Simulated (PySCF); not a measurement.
# NMR parameters of Si(vinyl)2(OtBu)2

Si(vinyl)2(OtBu)2, C12H24O2Si, point group C1.

Cartesian coordinates in Å; atom numbers follow the order of the lines, from 1:
```xyz
39

Si    0.6376    0.4778    0.4071
C     0.6978    0.5063    2.2727
C     1.7176    1.0281    2.9649
H    -0.1387    0.0698    2.8358
H     2.5817    1.4793    2.4628
H     1.7406    1.0373    4.0607
C     2.3287    0.8370   -0.2910
C     2.5395    1.8202   -1.1742
H     3.1894    0.2363    0.0329
H     1.7119    2.4507   -1.5164
H     3.5325    2.0364   -1.5853
O    -0.3368    1.6616   -0.2122
C    -1.7490    1.7444   -0.3734
C    -2.4611    1.1023    0.8145
C    -2.0737    3.2306   -0.4512
C    -2.1245    1.0353   -1.6717
H    -3.5528    1.1888    0.7071
H    -2.2090    0.0327    0.8809
H    -2.1671    1.5963    1.7531
H    -1.7684    3.7342    0.4779
H    -3.1511    3.3936   -0.6041
H    -1.5270    3.6926   -1.2866
H    -1.8507   -0.0274   -1.6098
H    -1.5796    1.4847   -2.5154
H    -3.2042    1.1166   -1.8700
O    -0.0163   -0.9765   -0.0774
C     0.5253   -2.2761   -0.2686
C     1.4774   -2.6330    0.8700
C    -0.6662   -3.2261   -0.2767
C     1.2483   -2.3132   -1.6122
H     1.8687   -3.6541    0.7468
H     2.3378   -1.9466    0.9005
H     0.9608   -2.5737    1.8393
H    -1.1989   -3.1721    0.6843
H    -0.3460   -4.2656   -0.4433
H    -1.3683   -2.9428   -1.0745
H     2.0911   -1.6063   -1.6213
H     0.5576   -2.0275   -2.4194
H     1.6377   -3.3205   -1.8247
```

GIAO calculations in PySCF 2.14 on the PBE0-D3(BJ)/def2-SVP structure: isolated species, non-relativistic, equivalent atoms averaged; basis pcSseg-1.

(1) Give the isotropic shieldings (ppm) with PBE0, wB97X-D.

(2) And the chemical shifts, against references computed in the same way?

(3) Which part of the shielding of Si1 depends on the functional?

Results:

(1) 
| atoms | environment | PBE0 | wB97X-D |
| --- | --- | --- | --- |
| Si1 | silicon bonded to 2 C, 2 O | 389.8 | 390.1 |
| O12/O26 | oxygen bonded to C, Si | 223.7 | 228.5 |
| C3/C8 | carbon bonded to C, 2 H | 38.7 | 37.8 |
| C2/C7 | carbon bonded to C, Si, H | 38.9 | 39.1 |
| C13/C27 | carbon bonded to 3 C, O | 112.2 | 113.0 |
| C14/C15/C16/C28/C29/C30 | carbon bonded to C, 3 H | 151.2 | 151.0 |
| H5/H6/H10/H11 | hydrogen on a carbon bonded to C | 24.92 | 25.05 |
| H4/H9 | hydrogen on a carbon bonded to C, Si | 24.93 | 25.11 |
| H17/H18/H19/H20/H21/H22/H23/H24/H25/H31/H32/H33/H34/H35/H36/H37/H38/H39 | hydrogen on a carbon bonded to C | 29.92 | 30.04 |
| HOMO–LUMO gap (eV) | – | 7.12 | 10.79 |

(2) 
```json
{"atoms": "Si1", "nucleus, reference": "29Si, TMS", "PBE0": "-37.8", "wB97X-D": "-37.1"}
{"atoms": "O12/O26", "nucleus, reference": "17O, H2O", "PBE0": "110.9", "wB97X-D": "104.7"}
{"atoms": "C3/C8", "nucleus, reference": "13C, TMS", "PBE0": "145.8", "wB97X-D": "146.7"}
{"atoms": "C2/C7", "nucleus, reference": "13C, TMS", "PBE0": "145.5", "wB97X-D": "145.4"}
{"atoms": "C13/C27", "nucleus, reference": "13C, TMS", "PBE0": "72.2", "wB97X-D": "71.6"}
{"atoms": "C14/C15/C16/C28/C29/C30", "nucleus, reference": "13C, TMS", "PBE0": "33.3", "wB97X-D": "33.6"}
{"atoms": "H5/H6/H10/H11", "nucleus, reference": "1H, TMS", "PBE0": "6.35", "wB97X-D": "6.33"}
{"atoms": "H4/H9", "nucleus, reference": "1H, TMS", "PBE0": "6.34", "wB97X-D": "6.27"}
{"atoms": "H17/H18/H19/H20/H21/H22/H23/H24/H25/H31/H32/H33/H34/H35/H36/H37/H38/H39", "nucleus, reference": "1H, TMS", "PBE0": "1.34", "wB97X-D": "1.34"}
```

(3) Diamagnetic: PBE0 889, wB97X-D 890 ppm; paramagnetic: PBE0 -500, wB97X-D -500 ppm.

Experimental scales use liquid or dissolved standards, which lie at an offset from isolated H2O (liquid H2O: subtract about 36 ppm).
